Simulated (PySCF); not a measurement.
In(H)2(vinyl) (C₂H₅In), SMILES C=[CH][InH2].

Geometry optimised at PBE-D3(BJ)/def2-SVP. The def2 effective core potentials stand for the cores of In; spin–orbit coupling is left out.

These are C-PCM-B3LYP/def2-SVP in PySCF values and carry that method's errors.

The values are the electrostatic part of the solvation free energy, E(continuum) − E(gas) at the gas-phase geometry, in a cavity of scaled van der Waals radii (PySCF's table); cavitation and dispersion terms are not included. A continuum can't describe solvent molecules that bind to the metal. In vacuum the orbital gap is 5.35 eV. The dipole moment in vacuum is 0.63 D.

| solvent | ε | ΔG(elec) (kcal/mol) | dipole (D) | gap (eV) |
|---|---|---|---|---|
| water | 78.36 | -3.2 | 0.76 | 5.58 |
| benzene | 2.27 | -1.7 | 0.69 | 5.48 |
| diethylether | 4.24 | (withheld) | (withheld) | (withheld) |

**Question.** What belongs in the gaps? (An estimate is asked for; the answer gives what the named calculation found.)

**Answer.** 
- diethylether, ΔG(elec) (kcal/mol): -2.4
- diethylether, dipole (D): 0.72
- diethylether, gap (eV): 5.52
